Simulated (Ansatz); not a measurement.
One change: `CO[SiH2][O][GeH3]` becomes `CO[SiH2][NH][GeH3]`.

Ansatz, PBE0-D4/def2-TZVP geometries, multiplicity 1. Each molecule was computed in one conformer, which needn't be the lowest.

Scalar relativity is left out up to krypton.

| property | `CO[SiH2][O][GeH3]` |
| --- | --- |
| size of the dipole moment (B3LYP/def2-TZVPP) / D | 1.32 |
| size of the dipole moment (ωB97M-V/def2-TZVPP) / D | 1.34 |
| LUMO energy (ωB97M-V/def2-TZVPP) / eV | 1.89 |
| size of the dipole moment (PBE/def2-TZVPP) / D | 1.26 |
| HOMO energy (PBE0/def2-TZVPP) / eV | -8.01 |
| HOMO–LUMO gap (B3LYP/def2-TZVPP) / eV | 7.70 |

Problem. What does the change do to each property? (Estimate.)

Solution. Computed: 
```tsv
property	`CO[SiH2][NH][GeH3]`	shift
size of the dipole moment (B3LYP/def2-TZVPP) / D	0.23	-1.09
size of the dipole moment (ωB97M-V/def2-TZVPP) / D	0.24	-1.10
LUMO energy (ωB97M-V/def2-TZVPP) / eV	1.92	0.03
size of the dipole moment (PBE/def2-TZVPP) / D	0.27	-0.99
HOMO energy (PBE0/def2-TZVPP) / eV	-7.57	0.44
HOMO–LUMO gap (B3LYP/def2-TZVPP) / eV	7.37	-0.33
```

With PBE0 the HOMO rises by 0.44 eV and the LUMO rises by 0.15 eV, so the gap narrows by about 0.29 eV. PBE moves the HOMO by 0.33 eV and ωB97M-V by 0.44 eV. Dipoles are sizes alone; their direction can turn.

B3LYP here is the variant with VWN-RPA as its local correlation; programs differ in this.
